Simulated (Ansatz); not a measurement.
Born–Oppenheimer molecular dynamics of a periodic cell of 17 atoms, Si$_{16}$O (host Si, host structure diamond, interstitial O). It starts from a partly relaxed structure (largest force component 0.07 eV/Å).

The calculation used Ansatz, DFT PBE, scalar-relativistic, plane waves, PAW. Settings: PAW set soft_1, cutoff 420 eV, k mesh 2x2x2, fermi-dirac smearing 0.02 eV, spin collinear.

```
ensemble        : NVT, Nosé–Hoover chain
time step       : 1.5 fs
steps asked     : 130
set temperature : 1200 K
thermostat      : time constant 10 fs, chain length 1
seed            : 797077
```

First frame:

```xyz
17
Lattice="0.0000 5.4300 5.4300 5.4300 0.0000 5.4300 5.4300 5.4300 0.0000" Properties=species:S:1:pos:R:3
Si 0.201 -0.127 0.128
Si 1.278 1.547 1.435
Si 2.679 2.770 0.036
Si 4.113 4.047 1.384
Si 2.585 -0.131 2.505
Si 3.981 1.259 4.169
Si 5.329 2.613 2.817
Si 6.764 4.049 4.031
Si -0.145 2.569 2.860
Si 1.278 3.995 3.883
Si 2.680 5.394 2.661
Si 3.933 6.650 4.211
Si 2.584 2.925 5.562
Si 4.265 3.995 6.865
Si 5.485 5.396 5.463
Si 6.764 6.828 6.811
O 7.318 10.035 6.255
```

(1) What does the run give?

(2) What happens to the structure?

(3) How do temperature and energy run in time?

## Answers

(1) All steps were run.

- steps done: 130
- time covered: 195 fs
- mean temperature over the second half: 1222 K
- spread of the potential energy over the second half: 82.7 meV per atom
- mean potential energy of the second half above the start: 55.3 meV per atom

The conserved energy stayed within 0.78 meV per atom of its start (net change 0.28 meV per atom), so the integration is sound. A run of 0.2 ps of so small a system gives no equilibrium averages. Limits of this set-up: coarse k mesh, a small cell, in which the defect meets its images.

(2) Mean squared displacements from the first frame to the last, about the centre of mass: Si 0.18 Å², O 1.41 Å². The details hang on the random start.

(3) 
```tsv
time (fs)	T (K)	potential energy less start (eV)	conserved less start (meV/atom)
0	1200	0.000	0.00
15	658	1.584	0.36
30	2288	2.004	0.26
45	722	3.321	0.35
60	741	3.399	0.29
75	1932	4.224	0.51
90	1034	5.014	0.63
105	1352	3.276	0.40
120	1018	2.441	0.43
135	1357	0.787	-0.04
150	1138	-0.180	-0.12
165	1082	-0.421	-0.08
180	1190	0.186	0.27
195	1359	-0.331	0.28
```

Time of the run: 13 min on 1 thread of Arm Neoverse V2, with other jobs on the host, peak memory 0.62 GiB.
